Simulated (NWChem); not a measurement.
Species: MoNH2O2F; SMILES [NH2][Mo](=[O])(=[O])[F]

```xyz
7

Mo     0.0634    -0.0201     0.0000
O      1.0048     0.1295     1.3743
O      1.0048     0.1295    -1.3743
F     -0.8091    -1.6537     0.0000
N     -1.2075     1.4079     0.0000
H     -1.5034     1.8997     0.8404
H     -1.5034     1.8997    -0.8404
```
Atoms are numbered in this order, from 1.

All runs: NWChem. All runs use the structure optimised with PBE0/def2-SVP. def2 effective core potentials on Mo; no spin-orbit coupling.

For level Hartree-Fock/def2-SVP:

```yaml
highest occupied level (eV): -12.54
orbital gap (eV): 13.64
dipole (D): 4.28
```

Problem. How do the values read with level B3LYP/def2-SVP instead?

Solution. The highest occupied level (eV) is -8.57, the orbital gap (eV) is 6.12 and the dipole (D) comes out as 3.97.
